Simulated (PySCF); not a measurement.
Z-matrix (Å, degrees):
```
Ge
H 1 1.5407
H 1 1.5408 2 107.35
Ge 1 2.4226 2 109.15 3 118.28
H 4 1.5408 1 109.38 2 177.51
H 4 1.5408 5 107.32 1 118.42
Ge 1 2.4227 2 109.26 3 -118.14
H 7 1.5407 1 109.42 2 -63.20
H 7 1.5408 8 107.35 1 118.45
Ge 7 2.4243 8 109.54 9 118.74
H 10 1.5401 7 108.76 8 63.03
H 10 1.5401 11 107.40 7 -117.43
Si 10 2.3799 11 110.35 12 -120.35
H 13 1.4946 10 109.40 11 -179.21
H 13 1.4948 14 108.73 10 -119.43
H 13 1.4953 14 108.90 15 -118.52
Ge 4 2.4244 5 109.44 6 118.67
H 17 1.5401 4 108.77 5 61.28
H 17 1.5402 18 107.42 4 -117.55
Si 17 2.3798 18 110.40 19 -120.37
H 20 1.4947 17 109.34 18 -178.22
H 20 1.4950 21 108.73 17 -119.39
H 20 1.4953 21 108.89 22 -118.53
```
Charge 0, multiplicity 1.

Task: What HOMO, dipole moment and LUMO does PySCF 2.14.0 with r2SCAN-D4/def2-TZVP // r2SCAN-D4/def2-SVP give?

Result: 
| Item | Result |
|---|---|
| HOMO | -6.39 eV |
| dipole moment | 0.02 D |
| LUMO | -1.56 eV |
